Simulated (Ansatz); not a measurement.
A series at Ge: from `[SiH3][SiH2][SiH2][SiH2][GeH2][SiH3]`, ligands are replaced one by one, each step taking up H₂ and setting free SiH₄; n counts the steps. Ansatz, PBE0-D4/def2-TZVP geometries. Each molecule was computed in one conformer, which needn't be the lowest.

CBS adds triple-zeta CCSD(T) − MP2 to the MP2 limit, frozen cores; atoms without spin–orbit coupling. Outer-core shells of Ge are correlated without core-valence functions. Scalar relativity is left out up to krypton. Spin–orbit coupling is left out.

```tsv
n	molecule	atomization energy, CCSD(T)/CBS (kJ/mol)
0	`[SiH3][SiH2][SiH2][SiH2][GeH2][SiH3]`	5734.6
1	`[SiH3][SiH2][SiH2][SiH2][GeH3]`	4826.1
2	`[SiH3][SiH2][SiH2][GeH3]`	3933.2
3	`[SiH3][SiH2][GeH3]`	3041.5
4	`[SiH3][GeH3]`	2151.3
5	GeH₄	?
```

Task: By hand: fit a straight line y = ȳ + b (n − n̄) to the 5 given rows and predict n = 5.

Result: n̄ = 2.000, ȳ = 3937.34; Σ(n − n̄)(y − ȳ) = -8951.20, Σ(n − n̄)² = 10.000, so b = -895.12 kJ/mol a step. Prediction: 3937.34 + (-895.12) × (3.000) = 1252.0 kJ/mol.

Task: By hand: compare with the computed value, 1251.4 kJ/mol, and give the steps along the whole series.

Result: The line misses by -0.6 kJ/mol (computed minus predicted). Steps: -908.5, -892.9, -891.7, -890.2, -899.9 kJ/mol.

The steps differ by up to 18.3 kJ/mol, small against a whole step but well beyond the method's doubt, so the ligands' effects don't simply add. The miss is 0.0 % of the series' range. The energies themselves are unsure by some kJ/mol a bond, though much of that is common to the series.
